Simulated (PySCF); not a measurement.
A series of substituents X on one scaffold: HS-X. Gas-phase values, no solvent. One relaxed conformer stands for each flexible species; it need not be the lowest. Strings in code marks are SMILES.

Method: B3LYP-D3(BJ)/def2-TZVP run with PySCF 2.14.0. All candidates: neutral, multiplicity 1. B3LYP has the VWN-RPA correlation part, as in Gaussian. Delta-SCF ions had no search for a lower state. Excitations are Tamm–Dancoff values on a coarser integration grid. The basis has no diffuse functions, so Rydberg states are missing or too high.

```json
{
  "LUMO": "-0.03 eV",
  "S1 excitation (TDA)": "5.33 eV",
  "vertical ionisation energy (Delta-SCF)": "9.29 eV"
}
```

Identify which member has these values.
A. `[C-]#[N+]S`
B. `[AlH2][SH]`
C. `F[Si](F)(F)S`
D. `CNS` (C–N–S–H torsion 61°)

D, `CNS` (C–N–S–H torsion 61°). The others give `[AlH2][SH]`: -1.61 eV, 5.42 eV, 10.24 eV; `F[Si](F)(F)S`: -0.45 eV, 6.40 eV, 11.10 eV; `[C-]#[N+]S`: -1.40 eV, 4.85 eV, 10.45 eV
